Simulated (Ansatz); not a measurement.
The cluster SnAu2. Charge 0, multiplicity 1. Geometry B3LYP-D4/def2-TZVP.

Cartesian coordinates in Å:
```
Au -0.7786 -1.3686 -1.1609
Au -0.2980 1.7505 0.8206
Sn 1.0765 -0.3820 0.3403
```

In the def2 sets Au, Sn take a core potential; there is no spin–orbit coupling. The structure comes from a short search, and lower isomers may exist.

(1) Estimate the orbital energies around the gap (eV) in Ansatz with PBE-D4/def2-TZVPD, revPBE-D4/def2-TZVP, r2SCAN-D4/def2-TZVP, B97M-V/def2-TZVP, ωB97X-V/def2-TZVP.

Answers

(1) 
```
orbital  PBE-D4/def2-TZVPD  revPBE-D4/def2-TZVP  r2SCAN-D4/def2-TZVP  B97M-V/def2-TZVP  ωB97X-V/def2-TZVP
HOMO−13             -25.99               -25.93               -26.67            -27.05             -30.99
HOMO−12             -12.12               -12.00               -12.39            -12.03             -15.84
HOMO−11              -8.12                -8.03                -8.37             -8.29             -11.68
HOMO−10              -7.66                -7.58                -7.92             -7.87             -11.47
 HOMO−9              -7.63                -7.55                -7.88             -7.85             -11.38
 HOMO−8              -7.31                -7.23                -7.56             -7.55             -11.04
 HOMO−7              -7.17                -7.09                -7.41             -7.42             -10.95
 HOMO−6              -7.15                -7.08                -7.41             -7.38             -10.81
 HOMO−5              -6.86                -6.79                -7.14             -7.16             -10.77
 HOMO−4              -6.86                -6.79                -7.14             -7.16             -10.77
 HOMO−3              -6.77                -6.70                -7.05             -7.07             -10.65
 HOMO−2              -6.76                -6.69                -7.04             -7.06             -10.65
 HOMO−1              -5.80                -5.71                -5.98             -5.68              -8.31
   HOMO              -5.79                -5.69                -5.91             -5.61              -8.03
   LUMO              -3.94                -3.80                -3.79             -3.88              -1.19
 LUMO+1              -2.74                -2.63                -2.52             -2.62              -0.35
 LUMO+2              -2.59                -2.48                -2.41             -2.43              -0.14
 LUMO+3              -0.76                -0.61                -0.39             -0.73               1.36
 LUMO+4              -0.32                -0.18                 0.11             -0.27               1.92
 LUMO+5              -0.25                -0.15                 0.16             -0.23               2.01
```
